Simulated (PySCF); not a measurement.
Species: N-methylaniline, C7H9N.
Z-matrix (Å and degrees, GFN2-xTB geometry), rows numbered from 1:
```
C 
N   1  1.4413
C   2  1.3783  1  122.34
C   3  1.3962  2  122.56  1   -17.07
C   4  1.3824  3  120.35  2  -176.85
C   5  1.3837  4  120.88  3    -0.36
C   6  1.3860  5  119.16  4     0.19
C   7  1.3788  6  120.44  5    -0.03
H   1  1.0882  2  108.78  3  -177.90
H   1  1.0978  2  112.75  3   -57.20
H   1  1.0910  2  109.76  3    63.94
H   2  1.0088  1  114.97  3   146.08
H   4  1.0787  3  120.24  2     3.16
H   5  1.0808  4  119.25  3   179.97
H   6  1.0795  5  120.41  4  -179.59
H   7  1.0805  6  120.05  5  -179.76
H   8  1.0819  3  119.10  2    -2.81
```

Computed with PySCF 2.14.0, density-fitted response routines, TDDFT PBE0/def2-SVPD, vertical, gas phase, core orbitals frozen in the response.

Frontier orbitals with the atoms that hold most of them (Löwdin shares over 4%, at most four atoms; ? is withheld):

```json
{"orbital": "HOMO-3", "ε (eV)": "-9.46", "atoms": "C5 13%, C7 12%, C4 12%, C6 11%"}
{"orbital": "HOMO-2", "ε (eV)": "-8.48", "atoms": "N2 25%, C6 16%, C3 12%, C5 11%"}
{"orbital": "HOMO-1", "ε (eV)": "-7.14", "atoms": "?"}
{"orbital": "HOMO", "ε (eV)": "-5.71", "atoms": "N2 29%, C6 16%, C3 11%, C8 10%"}
{"orbital": "LUMO", "ε (eV)": "-0.01", "atoms": "?"}
{"orbital": "LUMO+1", "ε (eV)": "0.45", "atoms": "C3 20%, C6 19%, C7 13%, C4 10%"}
{"orbital": "LUMO+2", "ε (eV)": "0.73", "atoms": "C1 27%, H12 15%, H9 13%, N2 7%"}
```

Which atoms hold the LUMO, and with what shares?

C5 (bonded to 2 C and H) 20%; C8 (bonded to 2 C and H) 20%; C7 (bonded to 2 C and H) 17%; C4 (bonded to 2 C and H) 15%.

Which atoms hold the HOMO-1, and with what shares?

C4 (bonded to 2 C and H) 21%; C7 (bonded to 2 C and H) 21%; C8 (bonded to 2 C and H) 20%; C5 (bonded to 2 C and H) 19%.

The HOMO–LUMO gap is 5.70 eV. Where does the response calculation put the lowest singlet, and from which orbitals?

S1 is at 4.70 eV (f = 0.040), 1.00 eV below the gap, made of HOMO→LUMO (92%). 

Give energy, strength and leading configuration of S1 and S3, and follow the Löwdin shares of the leading atoms from the occupied to the empty orbital.

- S1 (4.70 eV, f 0.040), HOMO→LUMO (92%): N2 29% → at most 16%, C6 16% → at most 16%, C5 at most 11% → 20%, C8 10% → 20%
- S3 (5.51 eV, f 0.214), HOMO→LUMO+1 (86%): N2 29% → at most 11%, C6 16% → 19%, C3 11% → 20%

Hardware: an x86-64 server with one thread (shared host). Cost: 38 s wall.

One conformer stands for the species.
